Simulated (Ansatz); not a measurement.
`C[O][Ti]([F])([Cl])[SeH]` + `C[O][W](=[O])(=[O])[N](C)C` → `C[N](C)[Ti]([F])([Cl])[SeH]` + `C[O][W](=[O])(=[O])[O]C`  (redistribution)

Gas-phase electronic energies from Ansatz, PBE0-D4/def2-TZVP geometries. CCSD(T)/CBS adds triple-zeta CCSD(T) − MP2 to the extrapolated MP2 energy (def2 sets, frozen cores). Functionals use def2-TZVPP. B3LYP here is the variant with VWN-RPA as its local correlation; programs differ in this. Elements past krypton have def2 core potentials. For Se, Ti, W outer-core shells are correlated without core-valence functions, which leaves a few kJ/mol of doubt a bond. Scalar relativity is left out up to krypton. Each species was taken in one conformer, which may not be the lowest.

`C[O][Ti]([F])([Cl])[SeH]`:

Cartesian coordinates in Å:
```
C -0.515 1.938 -0.156
O -0.101 0.607 -0.115
Ti 0.609 -0.967 -0.080
F 1.120 -1.511 -1.668
Cl 2.324 -1.009 1.300
Se -1.188 -2.361 0.740
H 0.057 2.523 0.569
H -0.358 2.344 -1.158
H -1.577 1.993 0.093
H -0.371 -3.558 0.475
```

`C[O][W](=[O])(=[O])[N](C)C`:

Z-matrix (Å, degrees):
```
W
C 1 2.985
O 1 1.714 2 128.4
O 1 1.877 2 108.1 3 135.6
O 1 1.714 2 87.3 3 -114.4
N 1 1.934 2 24.0 3 40.5
C 1 3.056 2 124.5 3 145.0
C 1 2.983 2 47.9 3 37.4
H 2 1.096 1 124.4 3 -114.2
H 2 1.090 1 78.1 3 141.4
H 2 1.097 1 122.2 3 37.3
H 7 1.092 1 133.5 2 -29.5
H 7 1.094 1 97.2 2 -154.2
H 7 1.094 1 97.3 2 95.3
H 8 1.090 1 78.0 2 -178.9
H 8 1.096 1 124.4 2 76.8
H 8 1.097 1 122.2 2 -74.8
```

`C[N](C)[Ti]([F])([Cl])[SeH]`:

Z-matrix (Å, degrees):
```
Ti
F 1 1.753
N 1 1.832 2 108.4
Cl 1 2.213 2 112.9 3 122.9
C 1 2.822 2 134.7 3 5.7
C 1 2.932 2 85.4 3 -3.8
Se 1 2.443 2 110.3 3 -113.4
H 5 1.093 1 76.1 2 167.2
H 5 1.097 1 123.1 2 -90.3
H 5 1.096 1 124.3 2 64.6
H 6 1.097 1 123.4 2 98.0
H 6 1.090 1 80.5 2 -8.1
H 6 1.097 1 122.0 2 -114.0
H 7 1.469 1 93.8 2 118.2
```

`C[O][W](=[O])(=[O])[O]C`:

Cartesian coordinates in Å:
```
C 2.765 0.387 -0.932
O 1.437 0.470 -0.478
W -0.011 -0.613 -0.037
O -0.482 -1.552 -1.386
O 0.426 -1.711 1.198
O -1.423 0.461 0.525
C -2.752 0.370 0.976
H 2.802 -0.087 -1.916
H 3.372 -0.190 -0.229
H 3.167 1.399 -1.007
H -3.380 -0.105 0.218
H -3.121 1.380 1.166
H -2.800 -0.209 1.902
```

```tsv
species	B3LYP-D4 energy (Eh)
`C[O][Ti]([F])([Cl])[SeH]`	-3927.24024
`C[O][W](=[O])(=[O])[N](C)C`	-467.65941
`C[N](C)[Ti]([F])([Cl])[SeH]`	-3946.67208
`C[O][W](=[O])(=[O])[O]C`	-448.21837
```

Q: Work out ΔE.

A: ΔE = (-3946.67208) + (-448.21837) − (-3927.24024) − (-467.65941) = 0.00920 Eh = +24.2 kJ/mol. CCSD(T)/CBS gives +20.3 kJ/mol.

Largest T1 diagnostic among the species: 0.023, so the coupled-cluster value is less sure than usual.

In def2-TZVPP, CCSD(T) changes the Hartree–Fock value by −4.7 kJ/mol (the triples alone add −1.8 kJ/mol) and MP2 by −7.8 kJ/mol. The D4 term adds −3.2 kJ/mol with B3LYP and −1.8 kJ/mol with PBE0; it sums over pairs of atoms, weighted by their polarisabilities, and B3LYP, whose exchange is more repulsive, gets the larger term.
